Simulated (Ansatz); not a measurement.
Geometry optimisation, Ansatz, RKS revPBE-D4/6-31G*.

input.yaml

```yaml
crystal:
  periodic: [false, false, false]
  atoms:
    - { symbol: B, position_ang: [0.560909, 0.487321, 0.005358] }
    - { symbol: F, position_ang: [1.044004, 1.428893, 0.89394] }
    - { symbol: O, position_ang: [0.070812, -0.712734, 0.455947] }
    - { symbol: C, position_ang: [0.000173, -0.985226, 1.862328] }
    - { symbol: O, position_ang: [0.620118, 0.789662, -1.325222] }
    - { symbol: C, position_ang: [0.184057, -0.169156, -2.300537] }
    - { symbol: H, position_ang: [-1.0751, 1.97677, 0.890765] }
    - { symbol: H, position_ang: [-1.554483, 1.622462, 0.535287] }
    - { symbol: H, position_ang: [0.943978, -0.722873, 2.371953] }
    - { symbol: H, position_ang: [-0.826388, -0.419245, 2.327747] }
    - { symbol: H, position_ang: [-0.192601, -2.063771, 1.978721] }
    - { symbol: H, position_ang: [-0.669197, -0.765465, -1.930924] }
    - { symbol: H, position_ang: [1.010315, -0.854186, -2.56152] }
    - { symbol: H, position_ang: [-0.116597, 0.387648, -3.203844] }
basis:
  gaussian: { orbitals: "6-31G*" }
hamiltonian:
  xc: revpbe
  dispersion: d4
relax:
  f_tol: 0.03
  max_steps: 50
```

Command:

```bash
$ ansatz run input.yaml --threads 2 --pin off --max-ram 3072MiB --backend cpu --events-out ev --progress --plain --runs-dir out
```

Where does it end, and by what steps?

The run converged. The force dipped under the threshold on the way, but the program's further checks kept it going. After 22 steps the energy has fallen by 0.200 eV; H8 moved furthest, 1.82 Å.

```
step  energy less start (eV)  largest force component (eV/Å)  accepted
   0                  0.0000                           1.750       yes
   1                 -0.1417                           0.368       yes
   2                 -0.1734                           0.184       yes
   3                 -0.1807                           0.076       yes
   4                 -0.1822                           0.072       yes
   5                 -0.1830                           0.031       yes
   6                 -0.1836                           0.232       yes
   7                 -0.1848                           0.101       yes
   8                 -0.1862                           0.028       yes
   9                 -0.1869                           0.394       yes
  10                 -0.1895                           0.159       yes
  11                 -0.1913                           0.039       yes
  12                 -0.1930                           0.244       yes
  13                 -0.1951                           0.228       yes
  14                 -0.1966                           0.070       yes
  15                 -0.1972                           0.105       yes
  16                 -0.1979                           0.153       yes
  17                 -0.1983                           0.081       yes
  18                 -0.1986                           0.018       yes
  19                 -0.1990                           0.024       yes
  20                 -0.1993                           0.083       yes
  21                 -0.1996                           0.051       yes
  22                 -0.1999                           0.019       yes
```

```xyz
14
Properties=species:S:1:pos:R:3
B 0.503 0.418 -0.215
F 0.704 1.478 0.608
O 0.178 -0.820 0.284
C 0.008 -0.999 1.699
O 0.633 0.635 -1.559
C 0.423 -0.458 -2.466
H -1.395 2.453 1.649
H -2.046 2.678 1.938
H 0.763 -0.439 2.277
H -0.998 -0.666 2.012
H 0.110 -2.076 1.909
H -0.524 -0.984 -2.253
H 1.252 -1.186 -2.402
H 0.390 -0.034 -3.483
```

Time of the run: 20 s on 2 threads of AMD EPYC 9R45 96-Core Processor (Zen 5) (shared host), peak memory 0.18 GiB.
